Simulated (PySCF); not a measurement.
# Rb (rubidium, neutral): UHF calculation

Configuration: [Kr] 4d1, 2D determinant (an excited configuration). All numbers are calculated (PySCF 2.14, the spin-free X2C one-electron Hamiltonian (Gaussian nucleus), in aug-cc-pVTZ-X2C).

| Quantity | Value |
| --- | --- |
| Total energy | -2979.071102 hartree |
| One-electron energy | -4129.2339 hartree |
| Hartree (Coulomb) energy | 1249.8820 hartree |
| Exchange energy | -99.7193 hartree |
| ⟨S²⟩ | 0.7501 |
| ⟨L²⟩ | 6.000 |
| Sum of ⟨r⟩ | 33.06 bohr |
| Sum of ⟨r²⟩ | 129.1 bohr² |
| Traceless quadrupole moment −½Σ⟨3z² − r²⟩ along its main axis | 27.9 e·bohr² |
| Langevin diamagnetic susceptibility | -102 ×10⁻⁶ cm³/mol |

```json
{"shell": "1s β", "electrons": "1", "mean orbital energy (hartree)": "-561.85551", "spread (hartree)": "0", "rms radius, mean of both spins (bohr)": "0.0464"}
{"shell": "1s α", "electrons": "1", "mean orbital energy (hartree)": "-561.85545", "spread (hartree)": "0", "rms radius, mean of both spins (bohr)": "0.0464"}
{"shell": "2s α", "electrons": "1", "mean orbital energy (hartree)": "-77.53806", "spread (hartree)": "0", "rms radius, mean of both spins (bohr)": "0.192"}
{"shell": "2s β", "electrons": "1", "mean orbital energy (hartree)": "-77.53802", "spread (hartree)": "0", "rms radius, mean of both spins (bohr)": "0.192"}
{"shell": "2p α", "electrons": "3", "mean orbital energy (hartree)": "-68.55261", "spread (hartree)": "0.00003", "rms radius, mean of both spins (bohr)": "0.171"}
{"shell": "2p β", "electrons": "3", "mean orbital energy (hartree)": "-68.55259", "spread (hartree)": "0.00008", "rms radius, mean of both spins (bohr)": "0.171"}
{"shell": "3s β", "electrons": "1", "mean orbital energy (hartree)": "-12.62432", "spread (hartree)": "0", "rms radius, mean of both spins (bohr)": "0.543"}
{"shell": "3s α", "electrons": "1", "mean orbital energy (hartree)": "-12.62427", "spread (hartree)": "0", "rms radius, mean of both spins (bohr)": "0.543"}
{"shell": "3p β", "electrons": "3", "mean orbital energy (hartree)": "-9.64810", "spread (hartree)": "0.00038", "rms radius, mean of both spins (bohr)": "0.557"}
{"shell": "3p α", "electrons": "3", "mean orbital energy (hartree)": "-9.64807", "spread (hartree)": "0.00036", "rms radius, mean of both spins (bohr)": "0.557"}
{"shell": "3d α", "electrons": "5", "mean orbital energy (hartree)": "-4.70991", "spread (hartree)": "0.00047", "rms radius, mean of both spins (bohr)": "0.577"}
{"shell": "3d β", "electrons": "5", "mean orbital energy (hartree)": "-4.70982", "spread (hartree)": "0.00045", "rms radius, mean of both spins (bohr)": "0.577"}
{"shell": "4s α", "electrons": "1", "mean orbital energy (hartree)": "-1.63157", "spread (hartree)": "0", "rms radius, mean of both spins (bohr)": "1.57"}
{"shell": "4s β", "electrons": "1", "mean orbital energy (hartree)": "-1.63104", "spread (hartree)": "0", "rms radius, mean of both spins (bohr)": "1.57"}
{"shell": "4p α", "electrons": "3", "mean orbital energy (hartree)": "-0.87543", "spread (hartree)": "0.00079", "rms radius, mean of both spins (bohr)": "1.85"}
{"shell": "4p β", "electrons": "3", "mean orbital energy (hartree)": "-0.87377", "spread (hartree)": "0.00316", "rms radius, mean of both spins (bohr)": "1.85"}
{"shell": "4d α", "electrons": "1", "mean orbital energy (hartree)": "-0.05976", "spread (hartree)": "0", "rms radius, mean of both spins (bohr)": "9.88"}
```

Densities and radii are taken from the X2C orbitals without a picture-change correction, which distorts them close to the nucleus.

Spin-orbit constants ζ (cm⁻¹) from the X2C one-electron operator on these orbitals: bare nucleus, nucleus screened by l(l+1)(2l+1)/3 electrons, and screened by the Breit-Pauli mean field of the electrons.

```csv
shell,bare,screened nucleus,mean field
2p,334700,316600,n/a
3p,50560,47830,n/a
3d,6571,4795,n/a
4p,4454,4213,n/a
4d,8.202,5.985,n/a
```

To first order the Landé constant is A = 5.985 cm⁻¹, so the lowest level has J = 3/2 and lies 0.00111 eV below the centre of the term.
